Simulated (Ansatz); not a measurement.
Mulliken charges of C2H2ClIn (`C#[C][InH][Cl]`) from r2SCAN/def2-TZVPP in Ansatz (PBE0-D4/def2-TZVP geometry).

```tsv
atom	x (Å)	y (Å)	z (Å)	charge (e)
C1	1.528	-1.086	-0.707	0.016
C2	0.654	-0.396	-0.239	-0.483
In3	-0.818	0.805	0.584	0.731
Cl4	-2.941	0.336	-0.252	-0.402
H5	2.294	-1.700	-1.125	0.219
H6	-0.716	2.041	1.739	-0.080
```

**Question.** By hand: the dipole of these point charges (1 e Å = 4.8032 D).

**Answer.** Σ q r = (0.853, 0.092, 0.247) e Å, of length 0.893 e Å = 4.29 D.

**Question.** How does the dipole of the full density compare? (Estimate.)

**Answer.** The calculation gave: (0.514, 0.091, 0.181) e Å, 2.65 D; the point charges give 1.62 times that, at 5° from its direction.

Point charges leave out the atoms' own dipoles, such as those of lone pairs, and Mulliken's split depends on the basis, so the two needn't agree.
